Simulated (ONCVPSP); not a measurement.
**Pseudopotential generation for Ti: ONCV, revPBE, scalar-relativistic.**

ONCVPSP 4.0.1 input, shortened (lines: element, Z, core and valence counts, functional; n l f; lmax; l rc ep ncon nbas qcut; lloc lpopt rc5 dvloc0; l nproj debl; icmod fcfact rcfact), revPBE, scalar-relativistic:

```
  Ti 22.00    3    3  -102130      upf
    1    0    2.00
    2    0    2.00
    2    1    6.00
    3    0    2.00
    3    1    6.00
    3    2    2.00
    2
    0    1.60    0.00    4    8    7.50
    1    1.65    0.00    4    7   10.50
    2    1.40    0.00    4    9   10.10
    4    5    1.20    3.00
    0    2    3.50
    1    2    2.90
    2    2    2.10
    0    0.00    0.00
```

Poles of the logarithmic derivatives, all-electron (AE) and pseudo (PS). s: poles at -2.4 (AE) and -2.4 (PS) Ha. p: poles at -1.5 (AE) and -1.5 (PS) Ha. d: poles at 0.6 (AE) and 0.6 (PS) Ha. Test radii: s 1.62, p 1.68, d 1.42 bohr.

* Cutoffs needed: 40 Ha and 46 Ha (the cutoffs (Ha) at which the residual kinetic energy of the hardest occupied pseudo-wave falls to 1 and 0.1 mHa per electron)
* Ghost test: no bound ghost flagged; no localised positive-energy state flagged
* Largest excitation error: +28 meV (all-electron minus pseudo) for 3s2 3p6 3d1, out of 4 test configurations
